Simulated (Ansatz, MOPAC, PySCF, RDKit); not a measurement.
Relaxed torsion scan: SMILES CC(CC=C)(C)C. Scanned: dihedral C1–C2–C3–C4; all other coordinates were relaxed at B3LYP-D3(BJ)/def2-SVP. Points at φ and −φ are mirror images. Heavy atoms are numbered in the order of the SMILES C=CCC(C)(C)C, hydrogens after them in the order of the atoms that carry them; the mirror image has the same energies with the sign of each dihedral reversed.

Computed with: UFF // B3LYP-D3(BJ)/def2-SVP (RDKit); RMP2/3-21G = restricted MP2 (frozen core)/3-21G // B3LYP-D3(BJ)/def2-SVP (PySCF); PM7, restricted, heats of formation // B3LYP-D3(BJ)/def2-SVP (MOPAC); CCSD(T)/cc-pVDZ = CCSD(T) on RHF/cc-pVDZ, frozen core // B3LYP-D3(BJ)/def2-SVP (Ansatz, an electronic-structure program).

Energies relative to the lowest point of each profile, in kJ/mol; the last columns give the difference from CCSD(T):

```json
[
 {"φ / °": "-165", "UFF": "3.1", "RMP2/3-21G": "9.6", "PM7": "0.8", "CCSD(T)/cc-pVDZ": "8.2", "UFF − CCSD(T)/cc-pVDZ": "-5.1", "RMP2/3-21G − CCSD(T)/cc-pVDZ": "1.4", "PM7 − CCSD(T)/cc-pVDZ": "-7.4"},
 {"φ / °": "-135", "UFF": "3.6", "RMP2/3-21G": "2.5", "PM7": "0.0", "CCSD(T)/cc-pVDZ": "1.5", "UFF − CCSD(T)/cc-pVDZ": "2.1", "RMP2/3-21G − CCSD(T)/cc-pVDZ": "1.0", "PM7 − CCSD(T)/cc-pVDZ": "-1.5"},
 {"φ / °": "-105", "UFF": "0.0", "RMP2/3-21G": "0.0", "PM7": "0.5", "CCSD(T)/cc-pVDZ": "0.0", "UFF − CCSD(T)/cc-pVDZ": "0.0", "RMP2/3-21G − CCSD(T)/cc-pVDZ": "0.0", "PM7 − CCSD(T)/cc-pVDZ": "0.5"},
 {"φ / °": "-75", "UFF": "3.8", "RMP2/3-21G": "7.2", "PM7": "4.8", "CCSD(T)/cc-pVDZ": "7.5", "UFF − CCSD(T)/cc-pVDZ": "-3.7", "RMP2/3-21G − CCSD(T)/cc-pVDZ": "-0.3", "PM7 − CCSD(T)/cc-pVDZ": "-2.7"},
 {"φ / °": "-45", "UFF": "37.4", "RMP2/3-21G": "20.5", "PM7": "13.0", "CCSD(T)/cc-pVDZ": "19.0", "UFF − CCSD(T)/cc-pVDZ": "18.4", "RMP2/3-21G − CCSD(T)/cc-pVDZ": "1.6", "PM7 − CCSD(T)/cc-pVDZ": "-6.0"},
 {"φ / °": "-15", "UFF": "45.8", "RMP2/3-21G": "20.2", "PM7": "13.6", "CCSD(T)/cc-pVDZ": "16.6", "UFF − CCSD(T)/cc-pVDZ": "29.2", "RMP2/3-21G − CCSD(T)/cc-pVDZ": "3.6", "PM7 − CCSD(T)/cc-pVDZ": "-3.0"},
 {"φ / °": "15", "UFF": "45.8", "RMP2/3-21G": "20.2", "PM7": "13.6", "CCSD(T)/cc-pVDZ": "16.6", "UFF − CCSD(T)/cc-pVDZ": "29.2", "RMP2/3-21G − CCSD(T)/cc-pVDZ": "3.6", "PM7 − CCSD(T)/cc-pVDZ": "-3.0"},
 {"φ / °": "45", "UFF": "37.4", "RMP2/3-21G": "20.5", "PM7": "13.0", "CCSD(T)/cc-pVDZ": "19.0", "UFF − CCSD(T)/cc-pVDZ": "18.4", "RMP2/3-21G − CCSD(T)/cc-pVDZ": "1.6", "PM7 − CCSD(T)/cc-pVDZ": "-6.0"},
 {"φ / °": "75", "UFF": "3.8", "RMP2/3-21G": "7.2", "PM7": "4.8", "CCSD(T)/cc-pVDZ": "7.5", "UFF − CCSD(T)/cc-pVDZ": "-3.7", "RMP2/3-21G − CCSD(T)/cc-pVDZ": "-0.3", "PM7 − CCSD(T)/cc-pVDZ": "-2.7"},
 {"φ / °": "105", "UFF": "0.0", "RMP2/3-21G": "0.0", "PM7": "0.5", "CCSD(T)/cc-pVDZ": "0.0", "UFF − CCSD(T)/cc-pVDZ": "0.0", "RMP2/3-21G − CCSD(T)/cc-pVDZ": "0.0", "PM7 − CCSD(T)/cc-pVDZ": "0.5"},
 {"φ / °": "135", "UFF": "3.6", "RMP2/3-21G": "2.5", "PM7": "0.0", "CCSD(T)/cc-pVDZ": "1.5", "UFF − CCSD(T)/cc-pVDZ": "2.1", "RMP2/3-21G − CCSD(T)/cc-pVDZ": "1.0", "PM7 − CCSD(T)/cc-pVDZ": "-1.5"},
 {"φ / °": "165", "UFF": "3.1", "RMP2/3-21G": "9.6", "PM7": "0.8", "CCSD(T)/cc-pVDZ": "8.2", "UFF − CCSD(T)/cc-pVDZ": "-5.1", "RMP2/3-21G − CCSD(T)/cc-pVDZ": "1.4", "PM7 − CCSD(T)/cc-pVDZ": "-7.4"}
]
```

UFF is furthest from CCSD(T)/cc-pVDZ at -15 (29.2 kJ/mol, above); its mean absolute difference over the points is 9.8 kJ/mol.

RMP2/3-21G is furthest from CCSD(T)/cc-pVDZ at -15 (3.6 kJ/mol, above); its mean absolute difference over the points is 1.3 kJ/mol.

PM7 is furthest from CCSD(T)/cc-pVDZ at -165 (-7.4 kJ/mol, below); its mean absolute difference over the points is 3.5 kJ/mol.
